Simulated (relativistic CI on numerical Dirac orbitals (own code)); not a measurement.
Computed by Dirac-Coulomb-Breit CI, separate exchange-only KLI orbitals for each configuration, model QED (radiative potential, 1s self-energy scaled to tabulated hydrogen-like ionisation energies), unscaled Slater integrals (own radial code, finite nucleus).

CI space (outside the closed core 1s2): 2s²2p⁶, 2s²2p⁵3s, 2s²2p⁵3p, 2s²2p⁵3d, 2s2p⁶3s, 2s2p⁶3p, 2s2p⁶3d, 2s²2p⁵4s, 2s²2p⁵4p, 2s²2p⁵4d, 2s²2p⁵4f, 2s²2p⁵5s, 2s²2p⁴3s², 2s²2p⁵5p, 2s2p⁶4s, 2s²2p⁵5d, 2s²2p⁵5f, 2s²2p⁵5g, 2s2p⁶4p, 2s²2p⁴3s3p, 2s2p⁶4d, 2s2p⁶4f, 2s²2p⁴3p², 2s²2p⁴3s3d, 2s²2p⁴3p3d, 2s2p⁵3s², 2s2p⁵3s3p, 2s2p⁶5s, 2s²2p⁴3d², 2s2p⁶5p, 2s2p⁶5d, 2s2p⁶5f, 2s2p⁶5g, 2s2p⁵3p², 2s2p⁵3s3d, 2s2p⁵3p3d. Levels of other configurations are missing.

At this charge energies of transitions that change n are usually good to better than 1 %, and those within a shell (Δn = 0) to a few per cent.

Outline of the computed level scheme of Fe XVII. Lowest level of each configuration: 2s²2p⁶ ¹S0 at 0.000 eV; 2s²2p⁵3s ³P°2 at 724.322 eV; 2s²2p⁵3p ³S1 at 754.590 eV; 2s²2p⁵3d ³P°0 at 800.934 eV; 2s2p⁶3s ³S1 at 860.216 eV; 2s2p⁶3p ³P°0 at 893.258 eV; 2s2p⁶3d ³D1 at 938.136 eV; 2s²2p⁵4s ³P°2 at 976.232 eV; 2s²2p⁵4p ³S1 at 988.809 eV.

Some strong electric-dipole decays among the lowest 45 levels: 2s²2p⁵3d ¹P°1 → 2s²2p⁶ ¹S0 (2.4e+13 s⁻¹); 2s²2p⁵3d ³D°1 → 2s²2p⁶ ¹S0 (5.7e+12 s⁻¹); 2s2p⁶3p ¹P°1 → 2s²2p⁶ ¹S0 (3.5e+12 s⁻¹); 2s²2p⁵3s ¹P°1 → 2s²2p⁶ ¹S0 (9.9e+11 s⁻¹); 2s²2p⁵3s ³P°1 → 2s²2p⁶ ¹S0 (8.6e+11 s⁻¹); 2s2p⁶3p ³P°1 → 2s²2p⁶ ¹S0 (4.2e+11 s⁻¹); 2s²2p⁵4s ¹P°1 → 2s²2p⁶ ¹S0 (3.6e+11 s⁻¹); 2s²2p⁵4s ³P°1 → 2s²2p⁶ ¹S0 (2.5e+11 s⁻¹).

LS names give the leading component of a level, which can be under half, so a name can repeat, a term be missing and a line seem to break the LS rules.
